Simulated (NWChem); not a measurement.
System: C$_{2}$H$_{8}$O$_{2}$Si; SMILES C[Si@H](O)CO

```xyz
13

C     -0.7276    -2.0715     0.2429
Si     0.0393    -0.4644    -0.3679
O      1.5674    -0.1824     0.2785
C     -0.8941     1.0752     0.2261
O     -0.1132     2.2491    -0.0325
H     -0.1431    -2.9470    -0.0642
H     -1.7398    -2.1943    -0.1637
H     -0.8008    -2.0845     1.3365
H      0.1294    -0.4900    -1.8586
H      2.3176    -0.6019    -0.1626
H     -1.1581     0.9956     1.2957
H     -1.8390     1.2044    -0.3147
H      0.7804     2.0627     0.3005
```
Atoms are numbered in this order, from 1.

All runs: NWChem. Structure relaxed at the B3LYP/6-31G* (spherical d) level. Total energies of different functionals are on different scales.

| level | energy (Ha) | highest occupied level (eV) | orbital gap (eV) | dipole (D) |
|---|---|---|---|---|
| PBE/def2-SVP | -520.3111 | -5.38 | 5.41 | 2.48 |
| B3LYP/def2-SVP | -520.7616 | -6.74 | 7.41 | 2.63 |
| Hartree-Fock/def2-SVP | -518.8251 | -10.94 | 15.21 | 3.02 |
| PW6B95/def2-SVP | -521.2616 | -7.17 | 8.11 | 2.66 |
| BLYP/def2-SVP | -520.6458 | -5.24 | 5.33 | 2.47 |
| PBE0/def2-SVP | -520.3604 | -7.04 | 8.01 | 2.66 |
